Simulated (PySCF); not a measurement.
difluoro(silyl)silane (F2H4Si2), SMILES [SiH](F)(F)[SiH3]. Atoms are numbered in the order given.

```xyz
8

Si    -1.7378     0.0709     0.0000
Si     0.5608    -0.3805     0.0000
F      1.2334     0.3139    -1.3064
F      1.2334     0.3139     1.3064
H     -1.9517     1.5430     0.0000
H     -2.3613    -0.5246    -1.2137
H     -2.3613    -0.5246     1.2137
H      0.9520    -1.8097     0.0000
```

Geometry: TPSSh-D3(BJ)/def2-SVP.

Computed with PBE0/pcSseg-1 run with PySCF.

GIAO shieldings, no solvent; atoms alike by connectivity are averaged. δ = σ(ref) − σ: ²⁹Si against TMS (σ = 352.7 ppm); ¹⁹F against CFCl3 (σ = 167.2 ppm); ¹H against TMS (σ = 31.56 ppm), references at their B3LYP-D3(BJ)/def2-TZVP geometries, non-relativistic.

Computed chemical shifts:
```
nucleus       atoms  count  δ (ppm)
-------  ----------  -----  -------
²⁹Si            Si2      1     20.6
²⁹Si            Si1      1   -111.2
¹⁹F          F3, F4      2   -156.2
¹H               H8      1     5.88
¹H       H5, H6, H7      3     3.66
```
